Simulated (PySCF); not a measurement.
Al(H)2(F), H₂AlF, SMILES [F][AlH2] (CAM-B3LYP/def2-SVP optimised geometry):

```
4

Al    -0.320     0.108     0.000
H      1.252     0.108     0.000
H     -1.252     1.375     0.000
F     -1.069    -1.375    -0.001
```

Computed with CAM-B3LYP/def2-TZVP (PySCF).

**Question.** What are the frontier orbital energies and the dipole moment?

**Answer.** HOMO-2 -13.12 eV, HOMO-1 -12.29 eV, HOMO -10.26 eV, LUMO -0.51 eV, LUMO+1 1.02 eV; dipole moment 1.45 D.

On the same geometry PySCF with PBE/def2-TZVP gives HOMO-2 -9.51 eV, HOMO-1 -9.19 eV, HOMO -7.47 eV, LUMO -2.16 eV, LUMO+1 -0.67 eV; dipole moment 1.33 D.

Meta-Löwdin charges at CAM-B3LYP/def2-TZVP: Al1 0.85, H2 -0.15, H3 -0.15, F4 -0.54.
